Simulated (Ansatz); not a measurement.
C6H10O, triplet, at a GFN2-xTB geometry (a higher spin typed on purpose: for a closed-shell molecule this is an excited state); PBE/6-311G** run with Ansatz (a quantum-chemistry and plane-wave program).

Input for Ansatz:
Ansatz 0.2 input:
```yaml
crystal:
  periodic: [false, false, false]
  atoms:
    - {symbol: O, position_ang: [2.36106128, 0.44277604, 0.25723720]}
    - {symbol: C, position_ang: [1.13365009, 0.20047069, -0.01331276]}
    - {symbol: C, position_ang: [0.09077164, 1.31333637, 0.22839384]}
    - {symbol: C, position_ang: [-1.17819378, 1.01003033, -0.54363085]}
    - {symbol: C, position_ang: [-1.77543362, -0.32572408, -0.11187780]}
    - {symbol: C, position_ang: [-0.74431059, -1.42919847, -0.32745964]}
    - {symbol: C, position_ang: [0.52779214, -1.14352997, 0.44612814]}
    - {symbol: H, position_ang: [-0.12591387, 1.40045300, 1.30206483]}
    - {symbol: H, position_ang: [0.55624689, 2.23831196, -0.11286847]}
    - {symbol: H, position_ang: [-1.89956956, 1.81101126, -0.36035552]}
    - {symbol: H, position_ang: [-0.96186879, 0.98739082, -1.61340380]}
    - {symbol: H, position_ang: [-2.67856603, -0.53728156, -0.68634433]}
    - {symbol: H, position_ang: [-2.04820434, -0.28058690, 0.94492597]}
    - {symbol: H, position_ang: [-1.15320435, -2.38494651, 0.01150188]}
    - {symbol: H, position_ang: [-0.51645648, -1.51665306, -1.39148850]}
    - {symbol: H, position_ang: [1.29184323, -1.89710476, 0.25362361]}
    - {symbol: H, position_ang: [0.32154775, -1.11511178, 1.52500114]}
basis:
  gaussian:
    orbitals: 6-311G__.json
    point_charges:
      - {charge: 0.5, position_ang: [0.9773, 2.8361, 4.8399]}
hamiltonian:
  xc: pbe
magnetization: {spin_polarized: true, initial_magnetization: 2}
```
The basis file holds 6-311G** in the JSON format of the Basis Set Exchange.

The log (banner, timings and long lists left out):

```
Functional definition: PBE
1477 factors; their error is unknown
mean field evaluation 1: about -8404.7110 eV, gradient 5.7e1 eV
mean field evaluation 2: about -8362.9360 eV, gradient 1.1e2 eV
mean field evaluation 4: about -8419.8962 eV, gradient 1.4e1 eV
mean field evaluation 8: about -8420.6563 eV, gradient 3.1e-1 eV
mean field evaluation 16: about -8420.5944 eV, gradient 2.6e-3 eV
mean field -8420.59441795 eV, -309.4511371758 hartree, gradient 3.9e-5 eV, S^2 2.003167; 0 other end points of the search recorded, 0 dependent functions left out
reference -8420.59445957 eV, -309.4511387052 hartree; 28, 26 occupied and 158, 160 virtual orbitals, 1477 factors
Total energy: -8420.59445957 eV, -309.4511387052 hartree
```
